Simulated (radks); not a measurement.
The nuclear charge of neutral gadolinium is varied continuously with 64 electrons held in [Xe] 4f7 5d1 6s2. All-electron calculation, Dirac Kohn-Sham, PBE, spin-unpolarised, spherical densities, finite nucleus; open shells fill j = l - 1/2 first; Fermi nuclear charge, rms radius 5.1569 fm. Program: a radial shooting solver on a logarithmic mesh with Libxc functionals. By the Hellmann-Feynman theorem dE/dZ = E(electron-nucleus)/Z, the electronic potential at the nucleus (averaged over a nucleus of fixed radius).

| Z | E (hartree) | E(electron-nucleus)/Z (hartree) | HOMO | e(HOMO) (eV) | <r> HOMO (bohr) |
|---|---|---|---|---|---|
| 63.75 | -11171.3982 | -430.418 | 5d3/2 | -0.933 | 3.108 |
| 64 | -11279.3169 | -432.931 | 5d3/2 | -2.638 | 2.803 |
| 64.25 | -11387.8633 | -435.440 | 5d3/2 | -4.581 | 2.600 |
| 64.5 | -11497.0369 | -437.949 | 5d3/2 | -6.720 | 2.448 |
| 64.75 | -11606.8378 | -440.458 | 6s1/2 | -8.989 | 3.515 |
| 65 | -11717.2660 | -442.968 | 6s1/2 | -10.841 | 3.390 |

The central difference of E at Z = 64 is -432.930 hartree, to compare with the third column; the second derivative is -10 hartree.
